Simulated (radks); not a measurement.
Question: Species: Lu13+. Configuration: [Kr] 4d10 4f10 5s2 (the NIST ground configuration). Calculated with a radial shooting solver on a logarithmic mesh with Libxc functionals: non-relativistic Kohn-Sham, LDA (Slater exchange, Perdew-Wang correlation), spin-unpolarised, spherical densities, point nucleus; relativity is left out, which matters for an element this heavy. Some entries of the table are withheld. Estimate them.

orbital  occ.  eigenvalue (eV)  <1/r> (bohr^-1)
1s          2        -58696.95            70.41
2s          2        -9784.090              (1)
2p          6        -9374.276              (2)
3s          2        -2412.152            6.302
3p          6        -2223.806            6.253
3d         10        -1871.538            6.170
4s          2        -677.9846              (3)
4p          6              (4)            2.651
4d         10        -459.1591            2.467
4f         10        -275.8756            2.122
5s          2              (5)            1.254
5p          0        -242.2528              (6)
6s          0        -146.4350           0.7244

Answer: 
(1) 2s <1/r> (bohr^-1): 16.47
(2) 2p <1/r> (bohr^-1): 16.51
(3) 4s <1/r> (bohr^-1): 2.737
(4) 4p eigenvalue (eV): -600.3395
(5) 5s eigenvalue (eV): -269.9417
(6) 5p <1/r> (bohr^-1): 1.188
